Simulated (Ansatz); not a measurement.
This geometry of C$_{2}$H$_{11}$NOSi$_{2}$ (17 atoms, charge 0, multiplicity 1) is a first-order saddle point.

Level of theory: RKS r2SCAN-D4/STO-3G in Ansatz.

```xyz
17
Properties=species:S:1:pos:R:3
C -0.007 -2.074 -0.289
O 1.134 -1.389 -0.876
Si 1.110 0.332 -0.619
N 1.335 1.144 -2.193
Si -0.736 1.221 0.362
C -1.072 0.550 2.085
H -0.002 -2.069 0.825
H 0.043 -3.134 -0.610
H -0.997 -1.677 -0.613
H 2.327 0.635 0.116
H 0.560 0.848 -2.841
H 2.186 0.730 -2.657
H -0.551 2.654 0.457
H -1.907 0.993 -0.460
H -0.190 0.633 2.730
H -1.368 -0.505 2.059
H -1.885 1.108 2.563
```

**Question.** Which two structures does it join? (They come from a converged band through this point; their orientation in space is the band's.)

**Answer.** No bond is made or broken. The dihedral C1–O2–Si3–Si5 goes from -74 to 56°.

First end point:

```xyz
17
Properties=species:S:1:pos:R:3
C 0.351 -2.227 -0.095
O 0.440 -1.333 -1.242
Si 0.898 0.261 -0.717
N 1.374 1.163 -2.174
Si -0.732 1.440 0.344
C -1.387 0.594 1.891
H 1.293 -2.291 0.496
H 0.129 -3.242 -0.480
H -0.462 -1.959 0.618
H 2.090 0.132 0.111
H 0.553 1.208 -2.830
H 2.069 0.585 -2.713
H -0.204 2.734 0.725
H -1.844 1.678 -0.552
H -0.578 0.323 2.578
H -1.939 -0.321 1.649
H -2.071 1.256 2.433
```

Last end point:

```xyz
17
Properties=species:S:1:pos:R:3
C 0.106 -2.048 -0.604
O 1.267 -1.354 -0.063
Si 1.156 0.354 -0.359
N 1.290 0.799 -2.078
Si -0.746 1.310 0.439
C -1.174 0.695 2.163
H -0.862 -1.707 -0.170
H 0.216 -3.123 -0.362
H 0.012 -1.968 -1.712
H 2.364 0.840 0.275
H 0.476 0.411 -2.616
H 2.116 0.308 -2.505
H -0.583 2.748 0.488
H -1.863 1.036 -0.441
H -0.375 0.923 2.877
H -1.328 -0.390 2.177
H -2.092 1.166 2.532
```

**Question.** How far does it lie above each of them?

**Answer.** 4.6 kJ/mol above the first and 10.9 kJ/mol above the second. This is the barrier of this one path; another mechanism may lie lower. Limits of this set-up: minimal basis.

Run time: 2.1 min on 1 thread of AMD EPYC 9B45 (Zen 5) (shared host), peak memory 0.17 GiB.
